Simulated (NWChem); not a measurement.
Species: CH5FOSi; SMILES C[Si@H](O)F

```xyz
9

C     -0.2708     1.6603     0.2185
Si     0.0220    -0.0927    -0.3627
O     -1.1100    -1.1723     0.2206
F      1.5194    -0.5235     0.1596
H     -0.1944     1.7349     1.3230
H     -1.2765     2.0162    -0.0842
H      0.4836     2.3477    -0.2158
H     -0.0128    -0.2537    -1.8465
H     -1.2722    -1.1367     1.1791
```
Atoms are numbered in this order, from 1.

Results from NWChem. All runs use the structure optimised with PBE-D3(BJ)/def2-SVP.

```tsv
atom	ESP charge (e)	Mulliken charge (e)
C1	-0.477	-0.29
Si2	0.984	0.82
O3	-0.685	-0.40
F4	-0.374	-0.36
H5	0.116	0.05
H6	0.096	0.06
H7	0.107	0.06
H8	-0.165	-0.13
H9	0.398	0.19
```

Question: Find the dipole moment that each set of point charges gives, and compare with the B3LYP/def2-SVP density's own.

Answer: 
1. μ = Σ q r × 4.8032 D/(e Å). ESP charges give (-1.22, 1.69, 1.08) D, of length 2.35 D.
2. Mulliken charges give (-1.46, 1.28, 0.03) D, of length 1.9 D.
3. The density's dipole is 2.29 D: the ESP set is off by 0.06 D in length and the Mulliken set by 0.3 D. ESP charges are fitted to the potential outside the molecule; Mulliken charges are a partition of the basis functions.
